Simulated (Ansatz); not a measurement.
Consider the redistribution: `C[Si](C)(C)[CH2][Ga]([F])[Cl]` + `SBCl` → `[F][Ga]([SH])[Cl]` + `C[Si](C)(C)CBCl`.

Computed with Ansatz on PBE0-D4/def2-TZVP structures; ΔE is electronic, products minus reactants. CCSD(T)/CBS adds triple-zeta CCSD(T) − MP2 to the extrapolated MP2 energy (def2 sets, frozen cores). This one scheme is used for every species. DFT in def2-TZVPP. B3LYP here is the variant with VWN-RPA as its local correlation; programs differ in this. For Ga outer-core shells are correlated without core-valence functions, which leaves a few kJ/mol of doubt a bond. Scalar relativity is left out up to krypton. Each species was taken in one conformer, which may not be the lowest.

(1) Is it downhill or uphill in electronic energy at CCSD(T)/CBS, and by how much? (An estimate is asked.)

(2) What do these levels give: ωB97X-V, ωB97M-V, B2PLYP, PBE, r2SCAN, B3LYP, CAM-B3LYP, MP2/def2-SVP, SCS-MP2/def2-TZVPP, CCSD(T)/def2-TZVPP, HF/CBS(def2), CCSD/CBS(def2)? (Estimate.)

Largest T1 diagnostic among the species: 0.013.

Results:

(1) The calculation gave: Downhill: ΔE = -0.08 eV.

(2) Ansatz gave: ωB97X-V -0.14, ωB97M-V -0.14, B2PLYP -0.13, PBE -0.10, r2SCAN -0.14, B3LYP -0.15, CAM-B3LYP -0.15, MP2/def2-SVP -0.09, SCS-MP2/def2-TZVPP -0.11, CCSD(T)/def2-TZVPP -0.10, HF/CBS(def2) -0.30, CCSD/CBS(def2) -0.11 eV.

From PBE to PBE0 (25 % exact exchange), in def2-TZVPP and without D4, ΔE moves by −0.04 eV. Leaving LDA and LC-ωPBE aside and taking each functional with its dispersion term where it has one, the values, not all of them listed here, spread over 0.11 eV, from B97M-V to revPBE-D4. The D4 term adds +0.04 eV with B3LYP and +0.02 eV with PBE0; it sums over pairs of atoms, weighted by their polarisabilities, and B3LYP, whose exchange is more repulsive, gets the larger term.
